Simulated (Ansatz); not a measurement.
An input meant for the cluster Sn4Cl4⁺ (charge 1, doublet).

```yaml
crystal:
  periodic: [false, false, false]
  atoms:
    - {symbol: Sn, position_ang: [-1.931349, 0.718216, -0.086072]}
    - {symbol: Sn, position_ang: [0.514511, -0.824643, -1.341972]}
    - {symbol: Sn, position_ang: [-1.798773, -1.933505, 1.290092]}
    - {symbol: Sn, position_ang: [0.606974, 2.331551, -0.269808]}
    - {symbol: Cl, position_ang: [0.524476, -2.741348, 0.633197]}
    - {symbol: Cl, position_ang: [-1.035818, 0.259628, 2.420711]}
    - {symbol: Cl, position_ang: [0.773724, 1.805561, -2.730955]}
    - {symbol: Cl, position_ang: [2.346255, 0.384550, 0.084807]}
basis:
  gaussian: {orbitals: def2-TZVPP}
total_charge: 1
magnetization: {spin_polarized: true, initial_magnetization: 1}
hamiltonian: {xc: {name: HF}}
correlation: {active_space: {window: {electrons: 2, orbitals: 1}}}
scf: {lower_state_search: off}
output: {forces: true}
```

```sh
$ ansatz run in.yaml --threads 4 --pin off --events-out ev --progress --plain --max-ram 4787MiB
```

Task: Predict how Ansatz answers.

Result: The input was rejected before any iteration.
```
Error: invalid value for `correlation.active_space`: it starts from restricted Hartree–Fock orbitals; set hamiltonian.xc: hf without magnetization.spin_polarized
```
